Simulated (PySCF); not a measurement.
Method: PySCF energies (xtb for GFN2) plus ideal-gas RRHO corrections (1 bar). Table values come from the NASA 1993 polynomials. All species are closed-shell singlets. The harmonic model lacks anharmonicity and excited electronic states, which grow with temperature; levels with a mode under 35 cm⁻¹ are left out. The table's entry may be an old estimate for CuCl (not checked at source).

Harmonic frequencies at GFN2-xTB (cm⁻¹): 315. Point group C∞v; S°(298 K) = 238.9 J/mol/K at this level.

Task: Work out Cp and S° of gaseous CuCl at 500, 800, 1200, 1600, 2000 K from these, and set them beside the table.

Result: 
```json
[
 {"T (K)": "500", "Cp GFN2-xTB": "36.9", "Cp table": "36.7", "S° GFN2-xTB": "257.7", "S° table": "255.9"},
 {"T (K)": "800", "Cp GFN2-xTB": "37.2", "Cp table": "37.4", "S° GFN2-xTB": "275.1", "S° table": "273.3"},
 {"T (K)": "1200", "Cp GFN2-xTB": "37.3", "Cp table": "37.8", "S° GFN2-xTB": "290.2", "S° table": "288.6"},
 {"T (K)": "1600", "Cp GFN2-xTB": "37.4", "Cp table": "38.1", "S° GFN2-xTB": "301.0", "S° table": "299.5"},
 {"T (K)": "2000", "Cp GFN2-xTB": "37.4", "Cp table": "38.3", "S° GFN2-xTB": "309.3", "S° table": "308.0"}
]
```
Units J/mol/K.
